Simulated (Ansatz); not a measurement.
Single points on the cluster Te2Pb3⁺.

```yaml
crystal:
  periodic: [false, false, false]
  atoms:
    - {symbol: Pb, position_ang: [-0.327386, 2.056659, -0.335472]}
    - {symbol: Pb, position_ang: [0.343453, -0.671205, 3.407961]}
    - {symbol: Pb, position_ang: [-0.542751, -1.740147, -1.061575]}
    - {symbol: Te, position_ang: [1.333089, -0.210413, 0.704843]}
    - {symbol: Te, position_ang: [-0.806406, 0.565095, -2.715757]}
basis:
  gaussian: {orbitals: def2-TZVP, initial_orbitals: start.molden}
total_charge: 1
magnetization: {spin_polarized: true, initial_magnetization: 1}
hamiltonian: {xc: pbe, dispersion: d4}
scf: {omitted_lower_state_checks: [starts]}
output: {forces: true, orbitals: {seedname: orbitals}}
```

The file start.molden holds the orbitals of an earlier run on this structure, at another level or in another basis.

```sh
$ ansatz run in.yaml --threads 4 --pin off --events-out ev --progress --plain --max-ram 4787MiB
```

Shortened log:

```
Functional definition: PBE
  name "PBE"
  cite "Perdew, Burke & Ernzerhof, Phys. Rev. Lett. 77, 3865 (1996) doi:10.1103/PhysRevLett.77.3865"
  parent pbe
  parameter kappa = 0.804
  parameter beta = 0.06672455060314922
  exchange = pbe_x(kappa = kappa, mu = beta*pi^2/3)
  correlation = pbe_c(beta = beta)
these checks for a lower state are left out or cut short: starts
1918 factors; their error is unknown
mean field evaluation 1: about -30333.8884 eV, gradient 7.2e0 eV
mean field evaluation 2: about -30334.0616 eV, gradient 2.8e-1 eV
mean field evaluation 4: about -30333.8228 eV, gradient 5.2e-1 eV
mean field evaluation 8: about -30333.8231 eV, gradient 1.6e-5 eV
mean field -30333.82306504 eV, -1114.7474366363 hartree, gradient 8.1e-6 eV, S^2 0.755022; 0 other end points of the search recorded, 0 dependent functions left out
the calculation of the forces begins
reference -30333.82311494 eV, -1114.7474384703 hartree; 57, 56 occupied and 193, 194 virtual orbitals, 1918 factors
Total energy: -30334.23807067 eV, -1114.7626878120 hartree
Atom 0 at    -0.327386     2.056659    -0.335472 Å, force    -0.034628     0.058880     0.056060 eV/Å
Atom 1 at     0.343453    -0.671205     3.407961 Å, force     0.019432     0.034787    -0.187672 eV/Å
Atom 2 at    -0.542751    -1.740147    -1.061575 Å, force    -0.041992    -0.071198     0.031191 eV/Å
Atom 3 at     1.333089    -0.210413     0.704843 Å, force     0.084023    -0.043686     0.203431 eV/Å
Atom 4 at    -0.806406     0.565095    -2.715757 Å, force    -0.026835     0.021217    -0.103009 eV/Å
Dipole moment:    -0.130387    -0.130334     0.720187 e Å
Checks for a lower state left out: starts
```

It took 26 s on 4 threads of AMD EPYC on a shared host.

First input, but with `hamiltonian: {xc: hse06, dispersion: d4}`, `output: {orbitals: {seedname: orbitals}}` (abridged; 3.6 min):

```
Functional definition: HSE06
mean field -30331.84131916 eV, -1114.6746088185 hartree, gradient 7.5e-6 eV, S^2 0.756583
Total energy: -30332.20521640 eV, -1114.6879817955 hartree
Checks for a lower state left out: starts
```

First input, but with `hamiltonian: {xc: pbe0, dispersion: d4}`, `output: {orbitals: {seedname: orbitals}}` (abridged; 3.4 min):

```
Functional definition: PBE0
mean field -30331.93241817 eV, -1114.6779566457 hartree, gradient 3.8e-6 eV, S^2 0.756465
Total energy: -30332.29721263 eV, -1114.6913625948 hartree
Checks for a lower state left out: starts
```

First input, but with `gaussian: {orbitals: def2-SVP, initial_orbitals: start.molden}`, `output: {orbitals: {seedname: orbitals}}` (abridged; 12 s):

```
Functional definition: PBE
mean field -30332.73648141 eV, -1114.7075054246 hartree, gradient 5.5e-6 eV, S^2 0.755095
Total energy: -30333.15147702 eV, -1114.7227562320 hartree
Checks for a lower state left out: starts
```

The first input with `hamiltonian: {xc: lda}`, `output: {orbitals: {seedname: orbitals}}` (abridged; 17 s):

```
Functional definition: SPW92
mean field -30289.66823283 eV, -1113.1247764820 hartree, gradient 5.5e-6 eV, S^2 0.753141
Total energy: -30289.66827858 eV, -1113.1247781633 hartree
Checks for a lower state left out: starts
```

As the first input, with `hamiltonian: {xc: r2scan, dispersion: d4}`, `output: {orbitals: {seedname: orbitals}}` (abridged; 95 s):

```
Functional definition: r2SCAN
mean field evaluation 16: about -30344.4252 eV, gradient 1.3e-6 eV
mean field -30344.42519766 eV, -1115.1370578238 hartree, gradient 1.3e-6 eV, S^2 0.761058
Total energy: -30344.49947044 eV, -1115.1397872981 hartree
Checks for a lower state left out: starts
```

First input, but with `gaussian: {orbitals: def2-SVP, initial_orbitals: start.molden}`, `correlation: {method: ccsd_t}`, `scf: {omitted_lower_state_checks: [starts, cluster_reference]}`, `output: {orbitals: {seedname: orbitals}}` and without the key `hamiltonian` (abridged; 7.9 min):

```
Functional definition: HF
mean field -30190.41696087 eV, -1109.4773595125 hartree, gradient 2.1e-7 eV, S^2 0.763479
20 core orbitals not correlated: weight in the atoms' cores, before any rotation towards them, 1.000 or more for the frozen orbitals, at most 0.000 for the correlated occupied ones
second order -12.86967212 eV of doubles, -0.00000000 eV of singles
cycle   1  -13.08994883 eV  change   -2.2e-1 eV  update   1.6e-1
cycle   2  -13.55407677 eV  change   -4.6e-1 eV  update   5.1e-2
cycle   3  -13.70821919 eV  change   -1.5e-1 eV  update   3.7e-2
cycle   4  -13.70332460 eV  change    4.9e-3 eV  update   1.5e-2
cycle   5  -13.70061643 eV  change    2.7e-3 eV  update   8.5e-3
cycle   6  -13.70242949 eV  change   -1.8e-3 eV  update   4.0e-3
cycle   7  -13.70241717 eV  change    1.2e-5 eV  update   2.0e-3
cycle   8  -13.70273240 eV  change   -3.2e-4 eV  update   1.0e-3
cycle   9  -13.70310842 eV  change   -3.8e-4 eV  update   5.6e-4
cycle  10  -13.70300191 eV  change    1.1e-4 eV  update   2.8e-4
cycle  11  -13.70298841 eV  change    1.4e-5 eV  update   1.4e-4
cycle  12  -13.70304256 eV  change   -5.4e-5 eV  update   7.0e-5
perturbative correction -0.68872404 eV, -0.0253101418 hartree
Total energy: -30204.80872748 eV, -1110.0062471803 hartree
Checks for a lower state left out: starts, cluster_reference
```

Geometry: PBE0-D4/def2-SVP.

In the def2 sets Pb, Te take a core potential; there is no spin–orbit coupling. HSE06 is defined as in plane-wave codes, on full-range PBE exchange. Correlated methods freeze 20 core orbitals; core or outer-core shells of Pb, Te are correlated, in sets that lack core-valence functions. Another isomer (doublet) lies 1.24 eV lower at PBE0-D4/def2-TZVP; other spin states weren't run for this one.
